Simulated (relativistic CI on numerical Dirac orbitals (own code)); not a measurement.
# Inner-shell lines of Ca XVIII

These numbers are calculated, not measured: Dirac-Coulomb-Breit CI, orbitals from a KLI potential per configuration, a model potential for QED, unscaled Slater integrals (own radial code, finite nucleus).

CI space: 1s2 2s, 1s 2s 2p, 1s 2s 3p, 1s 2p2, 1s 2p 3p, 1s2 2p. Levels of other configurations are missing.

The table holds the strongest lines. The upper levels have an inner-shell vacancy. Auger decay, open to those above the ionisation limit, is not computed, and radiative decays to configurations outside the model are missing too. Absolute energies can be off by a few tenths of a per cent, so close lines can change order. LS names give the leading component, which can be well under half, for lower levels too. Brackets number the levels in order of energy.

| λ (Å) | Upper | Lower | A (s⁻¹) | gA (s⁻¹) |
| --- | --- | --- | --- | --- |
| 3.2242 | 1s 2p2 4P_5/2 [12] | 1s2 2p 2P°_3/2 [3] | 2.42e+12 | 1.45e+13 |
| 3.21009 | 1s 2p2 2D_3/2 [14] | 1s2 2p 2P°_3/2 [3] | 2.87e+12 | 1.15e+13 |
| 3.20959 | 1s 2p2 2D_5/2 [15] | 1s2 2p 2P°_3/2 [3] | 8.52e+13 | 5.11e+14 |
| 3.2081 | 1s 2p2 2P_1/2 [16] | 1s2 2p 2P°_3/2 [3] | 6.09e+13 | 1.22e+14 |
| 3.2059 | 1s 2p2 2D_3/2 [14] | 1s2 2p 2P°_1/2 [2] | 1.07e+14 | 4.26e+14 |
| 3.20391 | 1s 2p2 2P_1/2 [16] | 1s2 2p 2P°_1/2 [2] | 2.02e+14 | 4.04e+14 |
| 3.20349 | 1s 2p2 2P_3/2 [17] | 1s2 2p 2P°_3/2 [3] | 2.36e+14 | 9.46e+14 |
| 3.20281 | 1s 2s 2p 2P°_1/2 [7] | 1s2 2s 2S_1/2 [1] | 1.44e+14 | 2.87e+14 |
| 3.20065 | 1s 2s 2p 2P°_3/2 [8] | 1s2 2s 2S_1/2 [1] | 1.69e+14 | 6.75e+14 |
| 3.19931 | 1s 2p2 2P_3/2 [17] | 1s2 2p 2P°_1/2 [2] | 1.10e+13 | 4.40e+13 |
| 3.19531 | 1s 2p2 2S_1/2 [18] | 1s2 2p 2P°_3/2 [3] | 9.05e+13 | 1.81e+14 |
| 3.19116 | 1s 2p2 2S_1/2 [18] | 1s2 2p 2P°_1/2 [2] | 7.25e+12 | 1.45e+13 |
| 3.19073 | 1s 2s 2p 2P°_1/2 [11] | 1s2 2s 2S_1/2 [1] | 2.94e+13 | 5.89e+13 |
| 3.18979 | 1s 2s 2p 2P°_3/2 [13] | 1s2 2s 2S_1/2 [1] | 3.24e+12 | 1.30e+13 |
| 2.75819 | 1s 2p 3p 4S_3/2 [27] | 1s2 2p 2P°_3/2 [3] | 3.97e+12 | 1.59e+13 |
| 2.75736 | 1s 2p 3p 2P_1/2 [29] | 1s2 2p 2P°_3/2 [3] | 3.16e+12 | 6.32e+12 |
| 2.756 | 1s 2p 3p 2P_3/2 [33] | 1s2 2p 2P°_3/2 [3] | 5.18e+12 | 2.07e+13 |
| 2.75509 | 1s 2p 3p 4S_3/2 [27] | 1s2 2p 2P°_1/2 [2] | 2.52e+12 | 1.01e+13 |
| 2.75426 | 1s 2p 3p 2P_1/2 [29] | 1s2 2p 2P°_1/2 [2] | 1.82e+13 | 3.65e+13 |
| 2.7535 | 1s 2p 3p 2D_3/2 [36] | 1s2 2p 2P°_3/2 [3] | 1.06e+13 | 4.25e+13 |
| 2.75291 | 1s 2p 3p 2P_3/2 [33] | 1s2 2p 2P°_1/2 [2] | 9.78e+12 | 3.91e+13 |
| 2.75107 | 1s 2p 3p 2D_5/2 [37] | 1s2 2p 2P°_3/2 [3] | 3.28e+13 | 1.97e+14 |
| 2.75041 | 1s 2p 3p 2D_3/2 [36] | 1s2 2p 2P°_1/2 [2] | 2.28e+13 | 9.10e+13 |
| 2.74945 | 1s 2p 3p 2S_1/2 [38] | 1s2 2p 2P°_3/2 [3] | 2.43e+13 | 4.87e+13 |
| 2.74637 | 1s 2p 3p 2S_1/2 [38] | 1s2 2p 2P°_1/2 [2] | 1.22e+13 | 2.45e+13 |
| 2.74558 | 1s 2p 3p 2D_3/2 [39] | 1s2 2p 2P°_3/2 [3] | 3.09e+12 | 1.23e+13 |
| 2.74543 | 1s 2p 3p 2D_5/2 [40] | 1s2 2p 2P°_3/2 [3] | 4.27e+12 | 2.56e+13 |
| 2.74502 | 1s 2p 3p 2P_1/2 [41] | 1s2 2p 2P°_3/2 [3] | 1.24e+13 | 2.48e+13 |
| 2.74463 | 1s 2s 3p 2P°_3/2 [22] | 1s2 2s 2S_1/2 [1] | 3.10e+13 | 1.24e+14 |
| 2.74429 | 1s 2s 3p 2P°_1/2 [23] | 1s2 2s 2S_1/2 [1] | 3.16e+13 | 6.31e+13 |
| 2.74374 | 1s 2p 3p 2P_3/2 [42] | 1s2 2p 2P°_3/2 [3] | 1.65e+13 | 6.61e+13 |
| 2.74195 | 1s 2p 3p 2P_1/2 [41] | 1s2 2p 2P°_1/2 [2] | 6.15e+12 | 1.23e+13 |
| 2.74068 | 1s 2p 3p 2P_3/2 [42] | 1s2 2p 2P°_1/2 [2] | 2.13e+12 | 8.53e+12 |
| 2.73336 | 1s 2s 3p 2P°_1/2 [28] | 1s2 2s 2S_1/2 [1] | 1.27e+13 | 2.53e+13 |
| 2.73235 | 1s 2s 3p 2P°_3/2 [30] | 1s2 2s 2S_1/2 [1] | 1.26e+13 | 5.06e+13 |
